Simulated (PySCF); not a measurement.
# GeI⁺, PBE0: how much the basis matters

PySCF, UKS reference; singlet, unpaired electrons none; De to Ge⁺ + I without counterpoise correction.

```tsv
basis	relativity	functions	Re (Å)	ωe (cm⁻¹)	De (eV)	μ (D)
cc-pVDZ-PP	scalar-relativistic core potentials	46	2.415	303	3.84	-3.89
def2-SVP	scalar-relativistic core potentials	58	2.406	307	3.89	-3.65
def2-TZVPPD	scalar-relativistic core potentials	113	2.399	306	3.98	-3.47
```

Task: How does each smaller set differ from the one with most functions, def2-TZVPPD?

Result: cc-pVDZ-PP: +1.6 pm, -1.0 % in ωe, -0.14 eV in De; def2-SVP: +0.7 pm, +0.3 % in ωe, -0.09 eV in De. All at PBE0; the set with most functions is neither the basis-set limit nor always the best.

A positive dipole points towards I; it is taken about the centre of mass and depends on that origin. These are scalar-relativistic numbers at best; spin–orbit coupling would shift them, the dissociation energy most. For an ion De counts to the pair picked by the measured ionisation energies or electron affinities, which need not be the lowest pair at this level.
